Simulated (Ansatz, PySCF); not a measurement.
C3H6Si, SMILES `C=C[Si]C` (excited triplet; C–C–Si–C torsion 0°) (charge 0, multiplicity 3). This triplet is an excited state, 1.07 eV above the relaxed singlet at the level B3LYP-D3(BJ)/def2-TZVP (PySCF).

Cartesian coordinates (Å):
SMILES: C=C[Si]C
```xyz
10

C      1.6888    -0.4271     0.2027
C      1.2206     0.7849    -0.1641
Si    -0.5466     1.2163    -0.2942
C     -1.8293    -0.1151     0.1099
H      2.7523    -0.6282     0.2651
H      1.0310    -1.2517     0.4516
H      1.9391     1.5649    -0.3997
H     -1.7211    -0.9617    -0.5721
H     -2.8394     0.2814     0.0097
H     -1.6954    -0.4637     1.1367
```
Charge 0, spin multiplicity 3.

Frozen-core energies in 6-31g from Ansatz (a program for electronic structure) at a geometry from B3LYP-D3(BJ)/def2-TZVP; the HF reference has <S^2> = 2.21 and the T1 diagnostic is 0.032.

```csv
level,energy (Ha)
HF,-405.86139
MP2,-406.14511
CCSD,-406.19870
CCSD(T),-406.20772
```

### Question
Estimate the energies of CCSDT and CCSDT(Q), and give each level's difference from CCSDT(Q).

### Answer

```json
[
 {"level": "MP2", "energy (Ha)": "-406.14511", "difference from CCSDT(Q) (mHa)": "64.48"},
 {"level": "CCSD", "energy (Ha)": "-406.19870", "difference from CCSDT(Q) (mHa)": "10.90"},
 {"level": "CCSD(T)", "energy (Ha)": "-406.20772", "difference from CCSDT(Q) (mHa)": "1.88"},
 {"level": "CCSDT", "energy (Ha)": "-406.20894", "difference from CCSDT(Q) (mHa)": "0.66"},
 {"level": "CCSDT(Q)", "energy (Ha)": "-406.20960", "difference from CCSDT(Q) (mHa)": "0.00"}
]
```
